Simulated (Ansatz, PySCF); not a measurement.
Reaction (SMILES): CCC(F)(F)[SiH3] [1,1-difluoropropylsilane] + 5 [H][H] (H2) → 3 C (CH4) + 2 F (HF) + [SiH4] (SiH4)
Geometries: B3LYP-D3(BJ)/def2-TZVP minima from Ansatz (an electronic-structure program), one conformer each, not searched for the lowest.
Geometry of the first species:
```
C
F 1 1.3897
F 1 1.3897 2 105.44
C 1 1.5145 2 109.12 3 117.09
H 4 1.0931 1 107.43 2 179.98
H 4 1.0931 5 106.90 1 115.05
C 4 1.5275 5 110.58 6 120.42
H 7 1.0895 4 111.01 5 60.69
H 7 1.0895 8 108.22 4 -122.06
H 7 1.0904 8 108.21 9 -117.04
Si 1 1.9253 2 107.93 3 -115.16
H 11 1.4763 1 108.45 2 56.75
H 11 1.4794 12 110.84 1 -118.84
H 11 1.4794 12 110.84 13 -122.31
```

Property: energy of full hydrogenation (enthalpy at 298 K, with B3LYP-D3(BJ) rigid-rotor harmonic-oscillator terms from PySCF), in eV. Cores are frozen in the correlated levels unless marked. No spin-orbit coupling. Non-relativistic. Basis-set limits of correlation are two-point, X^-3; Hartree-Fock from the larger set.

```
level                                        program  energy of full hydrogenation (eV)  minus last row
------------------------------------  --------------  ---------------------------------  --------------
revPBE-D3(BJ)/def2-TZVPD              Ansatz + dftd3                              -2.66            0.28
r2SCAN/def2-TZVPD                             Ansatz                              -2.68            0.26
r2SCAN-D3(BJ)/def2-TZVPD              Ansatz + dftd3                              -2.63            0.31
B3LYP-D4/def2-TZVPD                   Ansatz + dftd4                              -2.82            0.12
PBE0-D4/def2-TZVPD                    Ansatz + dftd4                              -2.90            0.04
BHLYP-D4/def2-TZVPD                   Ansatz + dftd4                              -3.03           -0.09
r2SCANh-D4/def2-TZVPD                 Ansatz + dftd4                              -2.73            0.21
r2SCAN0-D4/def2-TZVPD                 Ansatz + dftd4                              -2.86            0.08
HSE06/def2-TZVPD                              Ansatz                              -3.05           -0.11
CAM-B3LYP/def2-TZVPD                          Ansatz                              -3.01           -0.07
LC-wPBE-D3(BJ)/def2-TZVPD             Ansatz + dftd3                              -2.88            0.06
wB97X/def2-TZVPD                              Ansatz                              -2.98           -0.04
B2GP-PLYP/def2-TZVPD                          Ansatz                              -2.97           -0.03
B2PLYP-D3(BJ)/def2-TZVPD              Ansatz + dftd3                              -2.85            0.09
MP2/STO-3G                                    Ansatz                              -0.43            2.51
MP2/cc-pV(T+d)Z                               Ansatz                              -2.92            0.02
MP2/cc-pV(Q+d)Z                               Ansatz                              -2.98           -0.04
MP2/CBS(cc-pV(T+d)Z,cc-pV(Q+d)Z)              Ansatz                              -2.98           -0.04
RI-MP2/aug-cc-pV(T+d)Z                        Ansatz                              -2.96           -0.02
CCSD/cc-pV(Q+d)Z                              Ansatz                              -3.13           -0.19
CCSD(T)/CBS(cc-pV(T+d)Z,cc-pV(Q+d)Z)          Ansatz                              -2.94            0.00
```
